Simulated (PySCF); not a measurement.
A side-by-side comparison of computed properties.

First species: C4H5O3PS.
SMILES with atom numbers: `[O:1]=[P:2]([OH:3])([OH:4])[c:5]1[cH:6][cH:7][cH:8][s:9]1` (hydrogens: H10 on O3; H11 on O4; H12 on C6; H13 on C7; H14 on C8)

Second species: C4H15NOSi3.
Numbering: `[CH3:1][O:2][SiH2:3][N:4]([SiH3:5])[SiH2:6][CH:7]1[CH2:8][CH2:9]1` (hydrogens: H10, H11, H12 on C1; H13, H14 on Si3; H15, H16, H17 on Si5; H18, H19 on Si6; H20 on C7; H21, H22 on C8; H23, H24 on C9)

Geometry (GFN2-xTB, Å), atoms numbered from 1 in this order:
```xyz
24
C4H15NOSi3 angstrom
C      3.733    0.056    1.284
O      2.476   -0.056    0.694
Si     2.190   -0.386   -0.864
N      0.466   -0.383   -0.895
Si    -0.342   -0.590   -2.420
Si    -0.352   -0.249    0.642
C     -2.191   -0.483    0.349
C     -3.104    0.708    0.304
C     -3.132   -0.205    1.483
H      4.258   -0.902    1.261
H      4.344    0.796    0.763
H      3.595    0.366    2.320
H      2.745   -1.693   -1.233
H      2.748    0.660   -1.725
H      0.656   -0.378   -3.465
H     -0.870   -1.955   -2.523
H     -1.418    0.395   -2.525
H     -0.120    1.081    1.217
H      0.100   -1.305    1.557
H     -2.477   -1.305   -0.295
H     -3.942    0.690   -0.378
H     -2.672    1.689    0.428
H     -3.991   -0.846    1.617
H     -2.712    0.150    2.412
```

Levels: PBE0/pcSseg-1 for dipole moment, HOMO energy, LUMO energy and HOMO–LUMO gap; GFN2-xTB for rotational constant A and rotational constant C. Geometries: GFN2-xTB. All species are isolated and taken at one optimised geometry, non-relativistic unless stated; the electronic structure was computed with PySCF and density fitting.

The conformers computed, where there is a choice (atom-mapped SMILES and torsion angles):
- `[O:1]=[P:2]([OH:3])([OH:4])[c:5]1[cH:6][cH:7][cH:8][s:9]1`: O1–P2–C5–C6 2°, H–O3–P2–O1 -166°, H–O4–P2–O1 -19°
- `[CH3:1][O:2][SiH2:3][N:4]([SiH3:5])[SiH2:6][CH:7]1[CH2:8][CH2:9]1`: C1–O2–Si3–N4 180°, O2–Si3–N4–Si5 176°, Si3–N4–Si6–C7 -173°, N4–Si6–C7–C8 -101°

Task: Which has the higher rotational constant C?

Result: The first: 0.761 GHz against 0.447 GHz, a difference of 0.314 GHz.

Task: Which of the two has the higher dipole moment, and by how much?

Result: The first: 4.03 D against 0.90 D, a difference of 3.13 D.

Task: Which of the two has the higher HOMO–LUMO gap, and by how much?

Result: The second: 7.52 eV against 6.24 eV, a difference of 1.28 eV.

Task: Which has the higher LUMO energy?

Result: The second: 0.29 eV against -1.27 eV, a difference of 1.56 eV.

Task: Which has the higher rotational constant A?

Result: The first: 2.480 GHz against 1.487 GHz, a difference of 0.993 GHz.

Task: Which of the two has the higher HOMO energy, and by how much?

Result: The second: -7.23 eV against -7.51 eV, a difference of 0.28 eV.

On the first: In atomic units the dipole is 1.58 e·bohr (1 au = 2.5417 D).

On the second: A dipole of 0.90 D is allowed in C1, and pure rotational transitions are dipole-allowed. The dipole matches unit charges of opposite sign 0.19 Å apart (1 e·Å = 4.8032 D).
